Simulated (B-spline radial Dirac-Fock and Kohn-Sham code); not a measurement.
## Auger parameter of tantalum: the L3 level and its strongest L3-MM line

These are calculated numbers from a B-spline atomic structure program; the model is Dirac-Fock ΔSCF + Breit + QED. The modified Auger parameter α′ is the binding energy plus the kinetic energy of the Auger electron; it does not depend on the energy zero. For free ions it tends to fall with charge, since less charge screens the final holes.

```csv
species,configuration,binding 2p3/2 (eV),Auger line,kinetic (eV),α′ (eV)
Ta,[Xe] 4f14 5d3 6s2,9887.3,M3M3 J=2,5427.6,15314.9
Ta⁺,[Xe] 4f14 5d3 6s1,9895.3,M3M3 J=2,5418.2,15313.5
Ta⁺ (Watson 2.4 Å),[Xe] 4f14 5d3 6s1,9889.4,M3M3 J=2,5424.2,15313.6
Ta⁺ (Watson 2.7 Å),[Xe] 4f14 5d3 6s1,9890.0,M3M3 J=2,5423.6,15313.5
Ta²⁺,[Xe] 4f14 5d3,9904.3,M3M3 J=2,5408.0,15312.3
Ta³⁺,[Xe] 4f14 5d2,9918.1,M3M3 J=2,5392.7,15310.8
Ta³⁺ (Watson 2.2 Å),[Xe] 4f14 5d2,9898.5,M3M3 J=2,5412.4,15310.8
Ta⁴⁺,[Xe] 4f14 5d1,9933.3,M3M3 J=2,5376.3,15309.6
Ta⁴⁺ (Watson 1.8 Å),[Xe] 4f14 5d1,9901.4,M3M3 J=2,5408.3,15309.7
Ta⁴⁺ (Watson 3 Å),[Xe] 4f14 5d1,9914.1,M3M3 J=2,5395.5,15309.6
Ta⁵⁺,[Xe] 4f14,9949.8,M3M3 J=2,5358.9,15308.7
Ta⁵⁺ (Watson 2.7 Å),[Xe] 4f14,9923.1,M3M3 J=2,5385.6,15308.7
Ta⁶⁺,[Xe] 4f13,9979.5,M3M3 J=2,5324.1,15303.6
Ta⁷⁺,[Kr] 4d10 4f13 5s2 5p5,10001.5,M3M3 J=2,5302.2,15303.7
```
